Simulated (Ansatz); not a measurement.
Reaction (cleavage of the Si–Si bond): `F[Si](F)([SiH3])[SiH3]` + `O[SiH2][SeH]` → `O[SiH2][Se][SiH3]` + `F[SiH](F)[SiH3]`

Gas-phase electronic energies from Ansatz, PBE0-D4/def2-TZVP geometries. CCSD(T)/CBS adds triple-zeta CCSD(T) − MP2 to the extrapolated MP2 energy (def2 sets, frozen cores). Functionals use def2-TZVPP. For Se outer-core shells are correlated without core-valence functions, which leaves a few kJ/mol of doubt a bond. Scalar relativity is left out up to krypton. One conformer a species, not always the lowest.

| level | ΔE (eV) |
| --- | --- |
| ωB97M-V | -0.78 |
| HF/def2-QZVPP | -0.84 |

Question: What does CCSD(T)/CBS give? (Estimate.)

Answer: Ansatz gave: -0.79 eV. The listed levels differ from it by 0.01, -0.05 eV.

Largest T1 diagnostic among the species: 0.013.

From PBE to PBE0 (25 % exact exchange), in def2-TZVPP and without D4, ΔE moves by −0.08 eV.

CCSD(T)/CBS has its own doubt, a few kJ/mol and more with outer-core shells, so smaller differences from it don't rank the levels.
